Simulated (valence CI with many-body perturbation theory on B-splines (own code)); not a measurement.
## Hyperfine factors and g values of I31+

Calculated by configuration interaction combined with many-body perturbation theory (CI+MBPT): four valence electrons over a frozen Dirac-Fock core [Ar], a basis of 9 s, 9 p, 10 d, 8 f, 5 g, 3 h, 1 i functions for each j, with the one-electron correlation potential Σ1, the two-electron term Σ2, the three-electron term Σ3, Breit, model QED; selected CI, second order for the rest (own B-spline code, finite nucleus).

No measured spectrum was set against this ion. As an estimate, large intervals hold to a few tenths of a per cent, small ones and those within an open d or f shell to about a per cent. Core correlation moves these levels by up to 8100 cm⁻¹, and in measured spectra 5 to 20 % of such shifts remained as error; rates that hang on mixing are uncertain with them. Only levels of the ground parity were solved; by the run's estimate the other parity begins above the list, which can be wrong where configurations are misplaced.

A/g_I is the dipole constant over the nuclear g factor μ/I (μ in nuclear magnetons, uniformly magnetised nucleus), B/Q the quadrupole constant per barn. Both hold the static response of the core; the bare values leave it out. Large factors of s and p1/2 electrons are usually good to 5 to 10 %; those of open d and f shells near neutrality can be off by tens of per cent, and small factors of p3/2, d and f electrons come from cancelling terms and can be off by a factor of two or in sign, in half-filled shells by more. B is blank for J = 1/2, where it vanishes, and for nearly pure S terms. Energies count from the lowest level. Levels with J = 0 are left out.

Levels are named by their leading jj configuration (3d3/2^4 stands for four electrons in 3d with j = 3/2), which in mixed levels can hold well under half, so a name can repeat and another be missing. Letters in brackets count levels of one name in rising energy.

```tsv
Level	E (eV)	g	A/g_I (MHz)	A/g_I bare	B/Q (MHz/b)	B/Q bare
(3d3/2^3 3d5/2) J=1	8.765	1.495	-812	-198	6730	6850
(3d3/2^3 3d5/2) J=2	14.125	1.410	6970	7470	7390	7530
(3d3/2^3 3d5/2) J=4	16.635	1.188	16200	16500	-5030	-5160
(3d3/2^3 3d5/2) J=3	16.999	1.344	11800	12200	549	550
(3d3/2^2 3d5/2^2) J=4 [a]	25.477	1.122	14700	14900	-3800	-3890
(3d3/2^2 3d5/2^2) J=3 [a]	27.971	0.983	16000	16000	3650	3720
(3d3/2^2 3d5/2^2) J=2 [a]	28.079	0.950	13500	13600	10700	10900
(3d3/2^2 3d5/2^2) J=5	30.109	1.076	16400	16500	15000	15300
(3d3/2^2 3d5/2^2) J=1	31.093	1.275	15100	15400	-141	-156
(3d3/2^2 3d5/2^2) J=6	31.954	1.098	17000	17200	16600	16900
(3d3/2^2 3d5/2^2) J=4 [b]	34.547	1.027	18600	18700	-7450	-7580
(3d3/2^2 3d5/2^2) J=2 [b]	35.399	1.168	14700	14900	3140	3190
(3d3/2^2 3d5/2^2) J=3 [b]	35.870	1.163	16900	17100	6430	6550
(3d3/2 3d5/2^3) J=4 [a]	39.450	1.176	12400	12600	2350	2390
(3d3/2^2 3d5/2^2) J=2 [c]	42.011	1.070	21300	21400	1520	1540
(3d3/2 3d5/2^3) J=3 [a]	42.620	1.091	11900	12100	320	331
(3d3/2 3d5/2^3) J=5	45.205	1.148	14100	14300	-9690	-9890
(3d3/2 3d5/2^3) J=1 [a]	45.878	0.751	20300	20100	6970	7100
(3d3/2 3d5/2^3) J=6	46.326	1.059	16400	16500	20600	21000
(3d3/2^2 3d5/2^2) J=4 [c]	48.277	1.120	13500	13700	17300	17700
(3d3/2^2 3d5/2^2) J=2 [d]	50.146	1.319	12200	12600	-1790	-1810
(3d3/2 3d5/2^3) J=3 [b]	52.653	1.079	15500	15600	11400	11600
(3d3/2^2 3d5/2^2) J=2 [e]	53.060	1.035	17700	17800	12100	12400
(3d5/2^4) J=4	60.656	1.078	14200	14300	1080	1110
(3d3/2 3d5/2^3) J=3 [c]	60.988	1.062	17400	17500	22600	23000
(3d3/2 3d5/2^3) J=1 [b]	61.572	1.461	3270	3830	-9200	-9370
(3d5/2^4) J=2	62.498	1.011	17500	17600	2740	2790
(3d3/2 3d5/2^3) J=4 [b]	64.177	1.104	15700	15900	674	699
(3d3/2 3d5/2^3) J=2	74.852	0.999	15300	15300	-15400	-15700
```

**Question.** Take the isotope of mass number 129, with I = 7/2, μ = 2.6165 μN and Q = -0.483 b. What is the hyperfine structure of (3d3/2^3 3d5/2) J=3?

**Answer.** From the table A = 8790 MHz, B = -265 MHz. Shifts from the centre of gravity in MHz: F = 1/2: -119000, F = 3/2: -106000, F = 5/2: -83500, F = 7/2: -52700, F = 9/2: -13100, F = 11/2: 35200, F = 13/2: 92200.
